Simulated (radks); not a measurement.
Results of a calculation; reference values are marked as such.
Isoelectronic series with 3 electrons, each ion in its NIST ground configuration. Level of theory: Dirac Kohn-Sham, PBE, spin-unpolarised, spherical densities, finite nucleus; Fermi nuclear charge, rms radius of each element as measured or else 0.836 A^(1/3) + 0.57 fm (a radial shooting solver on a logarithmic mesh with Libxc functionals). Total energies (hartree) and orbital eigenvalues (eV):

[
 {"ion": "Li", "configuration": "[He] 2s1", "E (hartree)": "-7.45220", "2s1/2": "-2.8742", "1s1/2": "-51.8544"},
 {"ion": "C3+", "configuration": "[He] 2s1", "E (hartree)": "-34.70685", "2s1/2": "-56.1054", "1s1/2": "-331.8799"},
 {"ion": "F6+", "configuration": "[He] 2s1", "E (hartree)": "-82.27396", "2s1/2": "-171.0132", "1s1/2": "-857.8672"},
 {"ion": "Mg9+", "configuration": "[He] 2s1", "E (hartree)": "-150.22008", "2s1/2": "-347.5556", "1s1/2": "-1630.180"},
 {"ion": "P12+", "configuration": "[He] 2s1", "E (hartree)": "-238.64754", "2s1/2": "-586.0508", "1s1/2": "-2649.924"},
 {"ion": "Ar15+", "configuration": "[He] 2s1", "E (hartree)": "-347.69066", "2s1/2": "-886.9519", "1s1/2": "-3918.613"},
 {"ion": "Sc18+", "configuration": "[He] 2s1", "E (hartree)": "-477.51659", "2s1/2": "-1250.835", "1s1/2": "-5438.147"},
 {"ion": "Cr21+", "configuration": "[He] 2s1", "E (hartree)": "-628.32633", "2s1/2": "-1678.403", "1s1/2": "-7210.827"},
 {"ion": "Co24+", "configuration": "[He] 2s1", "E (hartree)": "-800.35623", "2s1/2": "-2170.487", "1s1/2": "-9239.369"},
 {"ion": "Zn27+", "configuration": "[He] 2s1", "E (hartree)": "-993.88002", "2s1/2": "-2728.057", "1s1/2": "-11526.92"},
 {"ion": "As30+", "configuration": "[He] 2s1", "E (hartree)": "-1209.21064", "2s1/2": "-3352.226", "1s1/2": "-14077.09"},
 {"ion": "Kr33+", "configuration": "[He] 2s1", "E (hartree)": "-1446.70400", "2s1/2": "-4044.264", "1s1/2": "-16893.99"},
 {"ion": "Mo39+", "configuration": "[He] 2s1", "E (hartree)": "-1989.82681", "2s1/2": "-5637.867", "1s1/2": "-23347.02"},
 {"ion": "Rh42+", "configuration": "[He] 2s1", "E (hartree)": "-2296.40718", "2s1/2": "-6542.857", "1s1/2": "-26994.13"},
 {"ion": "Cd45+", "configuration": "[He] 2s1", "E (hartree)": "-2627.05780", "2s1/2": "-7522.596", "1s1/2": "-30930.03"},
 {"ion": "Sb48+", "configuration": "[He] 2s1", "E (hartree)": "-2982.40319", "2s1/2": "-8579.343", "1s1/2": "-35161.93"},
 {"ion": "Xe51+", "configuration": "[He] 2s1", "E (hartree)": "-3363.12927", "2s1/2": "-9715.607", "1s1/2": "-39697.75"},
 {"ion": "La54+", "configuration": "[He] 2s1", "E (hartree)": "-3770.0085", "2s1/2": "-10934.20", "1s1/2": "-44546.45"},
 {"ion": "Nd57+", "configuration": "[He] 2s1", "E (hartree)": "-4203.8924", "2s1/2": "-12238.23", "1s1/2": "-49717.86"}
]
